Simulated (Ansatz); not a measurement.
`[NH2][Cd][Br]` + H–F → `[NH2][Cd][F]` + HBr at 600 K and 1 bar (ligand exchange at a Cd–Br bond).

Isolated molecules relaxed with PBE0-D4/def2-TZVP in Ansatz; ΔE leaves out vibrations. CCSD(T)/CBS is the MP2 limit (def2-TZVPP, def2-QZVPP) plus CCSD(T) − MP2 in def2-TZVPP, frozen cores. This one scheme is used for every species. def2 core potentials past Kr. For Br, Cd outer-core shells are correlated without core-valence functions, which leaves a few kJ/mol of doubt a bond. Scalar relativity is left out up to krypton. Each species was taken in one conformer, which may not be the lowest.

| species | CCSD(T)/CBS energy (Eh) | H − E (kJ/mol) | S (J/(mol·K)) |
| --- | --- | --- | --- |
| `[NH2][Cd][Br]` | -2796.98951 | 105.7 | 368.9 |
| H–F | -100.39570 | 42.3 | 194.0 |
| `[NH2][Cd][F]` | -323.42384 | 106.5 | 343.6 |
| HBr | -2573.91920 | 33.5 | 219.1 |

H − E and S are ideal-gas, rigid-rotor, harmonic terms from PBE0-D4/def2-TZVP, for one conformer and one mirror image of each species. 1 Eh = 2625.50 kJ/mol, R = 8.31446 J/(mol·K).

Q: By hand: ΔE, ΔH, ΔS and ΔG.

A: ΔE = (-323.42384) + (-2573.91920) − (-2796.98951) − (-100.39570) = 0.04217 Eh = 110.7 kJ/mol. Δ(H − E) = 106.5 + 33.5 − 105.7 − 42.3 = -8.0, so ΔH = 102.7 kJ/mol. ΔS = 343.6 + 219.1 − 368.9 − 194.0 = -0.2 J/(mol·K). ΔG = 102.7 − 600 × (-0.2)/1000 = 102.8 kJ/mol.

Q: By hand: the equilibrium constant, and the temperature at which ΔG would vanish if ΔH and ΔS stayed fixed.

A: log₁₀ K = −ΔG/(RT ln 10) = -8.9. ΔH and −TΔS have one sign here, so there is no such temperature.

The number of gas molecules stays the same, so ΔS is small and ΔH decides. A doubt of 5 kJ/mol in ΔE shifts log₁₀ K by 0.4 here. Other conformers and mirror images would add mixing entropy, several J/(mol·K) or more a flexible species. These are equilibria of isolated gas molecules and say nothing of rates. Largest T1 diagnostic: 0.016 (customary marks: 0.02 for closed shells, 0.045 for open ones).

ΔS is within the doubt of such terms, so its sign, and with it that verdict, could turn.
